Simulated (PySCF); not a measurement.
C₃H₉O₃Si, SMILES CO[Si](OC)OC (connectivity only; charge and spin as stated), charge +1, multiplicity 1.

Geometry: B3LYP-D3(BJ)/def2-SVP. The multiplicity is an assumed one; other spin states were not compared. The isomer is the one that the SMILES or the coordinates give; other isomers of the formula were not compared. The values are those of a single conformer.

The numbers are results of PBE0/def2-TZVP run with PySCF, not measurements.

Gas-phase values at a fixed geometry.

Computed frontier levels, gap, dipole moment:
| Property | Value |
|---|---|
| highest occupied level | -13.92 eV |
| lowest empty level | -6.06 eV |
| orbital gap | 7.86 eV |
| dipole moment about the centre of nuclear charge | 0.00 D |
